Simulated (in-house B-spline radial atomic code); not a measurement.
Results of a calculation; reference values are marked as such.
Softness against transferability: the 4p channel of Ag

Ag, [Kr] 4d10 5s1, non-relativistic LDA (VWN5), spherical and spin-unpolarised, from a B-spline radial code for spherical atoms (atomic units). The all-electron 4p level is ε = -2.086603 hartree, its outermost node lies just inside 0.46 bohr and its outer maximum at 0.89 bohr.

Troullier-Martins pseudo-orbitals are made for several radii. The cutoffs (hartree) are the plane-wave energies beyond which the orbital holds less than the named kinetic energy per electron. The phase error is the difference, pseudo minus all-electron, of arctan(R P'/P) at R = 1.55 bohr for all radii, half a hartree below and above the level.

| r_c (bohr) | V_l(0) (hartree) | cutoff for 10 mEh | for 1 mEh | for 0.1 mEh | phase error at ε − 0.5 (mrad) | at ε + 0.5 (mrad) |
| --- | --- | --- | --- | --- | --- | --- |
| 0.67 | -97.34 | 271 | 425 | > 450 | -9.6 | -2.0 |
| 0.77 | -32.84 | 88.7 | 163 | 352 | -3.9 | -0.7 |
| 0.89 | -4.11 | 33.6 | 74.9 | 134 | -2.4 | -0.4 |
| 1.01 | -0.79 | 34.9 | 70.1 | 91.9 | -2.1 | -0.4 |
| 1.12 | -2.74 | 32.3 | 62.3 | 82.4 | -2.8 | -0.5 |
| 1.25 | -5.08 | 26.8 | 38 | 68.2 | -5.1 | -0.9 |

(1) Which radius needs the lowest cutoff for 1 mEh while both phase errors stay within 4.0 mrad?

(2) What does the larger radius buy, and what does it cost?

Answers

(1) The radii within that limit are 0.77, 0.89, 1.01, 1.12 bohr; of these r_c = 1.12 needs the least, 62.3 hartree, that is 125 Ry or 1695 eV.

(2) From r_c = 0.67 to 1.25 bohr the cutoff for 1 mEh goes from 425 to 38 hartree, a factor of 11.18, against 3.48 for a pure 1/r_c² scaling, end to end; step by step it is 425, 163, 74.9, 70.1, 62.3, 38, and for 0.1 mEh > 450, 352, 134, 91.9, 82.4, 68.2; the number of plane waves goes as the cutoff to the power 3/2, here a factor of 37.4. The larger of the two phase errors is least at r_c = 1.01 bohr, 2.1 mrad; it is 9.6 at the smallest radius and 5.1 at the largest. These errors test the reference atom alone. The smallest radius lies well inside the outer maximum, where the nodeless form must bend sharply to keep the norm, so it is both harder and scatters less well than the next. Large radii also let the cores of neighbours overlap, which an atom doesn't show.
